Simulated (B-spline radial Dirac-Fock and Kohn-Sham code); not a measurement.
**Lu⁺ in Watson spheres of different radius**

Calculated with a B-spline atomic structure program, using relaxed Dirac-Fock hole states (ΔSCF) with Breit and QED corrections and a finite nucleus. The ion, [Xe] 4f14 6s2, sits in a hollow sphere of charge Q = -1, a simple model of the Madelung potential. Inside the sphere an electron's potential energy is raised by the constant 14.40·|Q|/R eV, so binding energies fall by about that much as long as the orbitals stay inside.

```
radius (Å)  14.40 |Q|/R (eV)  1s (eV)  2s (eV)  2p1/2 (eV)  2p3/2 (eV)  3s (eV)  3p1/2 (eV)  3p3/2 (eV)  3d3/2 (eV)  3d5/2 (eV)  4s (eV)  4p1/2 (eV)  4p3/2 (eV)  4d3/2 (eV)  4d5/2 (eV)  4f5/2 (eV)  4f7/2 (eV)  5s (eV)  5p1/2 (eV)  5p3/2 (eV)  6s (eV)
       1.6              9.00  63319.7  10887.4     10359.7      9254.8   2508.6      2277.2      2038.3      1650.7      1599.6    522.9       428.1       374.1       218.3       208.4       16.55       15.11    72.30       43.06       36.05     5.54
         2              7.20  63320.8  10888.4     10360.8      9255.9   2509.7      2278.2      2039.4      1651.7      1600.7    523.9       429.2       375.1       219.3       209.5       17.62       16.19    73.43       44.18       37.18     6.12
```

From the smallest to the largest radius 1s moves by +1.0 eV, while the constant potential alone would give +1.8 eV; the difference comes from charge outside the sphere and its screening.
